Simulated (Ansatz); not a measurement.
Cost and result for the atomization energy of ClGeH5O2Si (`O[SiH](Cl)[O][GeH3]`) (10 atoms, 9 bonds).

Cartesian coordinates in Å:
```
O -1.647 1.021 -0.195
Si -0.666 0.128 -1.150
Cl 0.616 1.421 -2.119
O 0.140 -0.915 -0.233
Ge 1.037 -0.756 1.306
H -1.877 1.904 -0.486
H -1.400 -0.614 -2.187
H 2.209 -1.736 1.190
H 0.072 -1.148 2.431
H 1.516 0.696 1.445
```

Charge 0, multiplicity 1. Correlated methods include outer-core shells of Ge, which these sets cover unevenly. Scalar relativity is left out up to krypton. Geometry: relaxed with PBE0-D4/def2-TZVP. It is one conformer, not always the lowest. Program: Ansatz. All runs use 4 threads of an Arm Neoverse V2 on a shared host. Times are those of one run each, without the atoms' runs, and a repeat can differ threefold. Electronic energies, without spin–orbit coupling; frozen cores. CCSD(T)/CBS adds CCSD(T) − MP2 in def2-TZVPP to the MP2 limit, and its time is that of the two runs behind it. T1 = 0.011. With those shells the extrapolation isn't a true limit. B3LYP takes the VWN-RPA correlation (the form of Gaussian; ORCA's B3LYP/G).

CCSD(T)/CBS is a level of theory with its own doubt, some kJ/mol a heavy atom from the limit and from the frozen cores, so smaller differences don't rank the functionals.

```tsv
level	functions	wall time
PBE-D4/def2-TZVPP (with forces)	264	2.5 s
PBE0-D4/def2-TZVPP	264	3.7 s
r2SCAN-D4/def2-TZVPP (with forces)	264	5 s
B3LYP-D4/def2-TZVPP (with forces)	264	5.5 s
B2PLYP/def2-TZVPP	264	6 s
ωB97X-V/def2-TZVPP	264	9 s
ωB97M-V/def2-TZVPP (with forces)	264	13 s
MP2/def2-QZVPP	493	23 s
CCSD(T)/def2-TZVPP	264	4.1 min
CCSD(T)/CBS(def2)	–	4.4 min
```

(1) What atomization energy does each give, and how far from CCSD(T)/CBS? (An estimate is asked.)

## Answers

(1) The calculation gave: 
```json
{"level": "PBE-D4/def2-TZVPP (with forces)", "atomization (kJ/mol)": "3420.0", "difference from CCSD(T)/CBS": "-31.0", "per bond": "-3.4"}
{"level": "PBE0-D4/def2-TZVPP", "atomization (kJ/mol)": "3368.3", "difference from CCSD(T)/CBS": "-82.7", "per bond": "-9.2"}
{"level": "r2SCAN-D4/def2-TZVPP (with forces)", "atomization (kJ/mol)": "3431.9", "difference from CCSD(T)/CBS": "-19.1", "per bond": "-2.1"}
{"level": "B3LYP-D4/def2-TZVPP (with forces)", "atomization (kJ/mol)": "3390.5", "difference from CCSD(T)/CBS": "-60.5", "per bond": "-6.7"}
{"level": "B2PLYP/def2-TZVPP", "atomization (kJ/mol)": "3373.4", "difference from CCSD(T)/CBS": "-77.6", "per bond": "-8.6"}
{"level": "ωB97X-V/def2-TZVPP", "atomization (kJ/mol)": "3444.9", "difference from CCSD(T)/CBS": "-6.1", "per bond": "-0.7"}
{"level": "ωB97M-V/def2-TZVPP (with forces)", "atomization (kJ/mol)": "3426.5", "difference from CCSD(T)/CBS": "-24.5", "per bond": "-2.7"}
{"level": "MP2/def2-QZVPP", "atomization (kJ/mol)": "3480.6", "difference from CCSD(T)/CBS": "29.6", "per bond": "3.3"}
{"level": "CCSD(T)/def2-TZVPP", "atomization (kJ/mol)": "3353.4", "difference from CCSD(T)/CBS": "-97.6", "per bond": "-10.8"}
{"level": "CCSD(T)/CBS(def2)", "atomization (kJ/mol)": "3451.0", "difference from CCSD(T)/CBS": "0.0", "per bond": "0.0"}
```

From PBE to PBE0 (25 % exact exchange), in def2-TZVPP and without D4, the atomization energy moves by −48.0 kJ/mol: exact exchange takes away binding that semilocal exchange gives to molecules. In def2-TZVPP, CCSD(T) changes the Hartree–Fock value by +877.6 kJ/mol (the triples alone add +50.5 kJ/mol) and MP2 by +946.0 kJ/mol; breaking electron pairs costs correlation energy, which Hartree–Fock lacks. The D4 term adds +41.7 kJ/mol with B3LYP and +22.0 kJ/mol with PBE0; it sums over pairs of atoms, weighted by their polarisabilities, and B3LYP, whose exchange is more repulsive, gets the larger term.
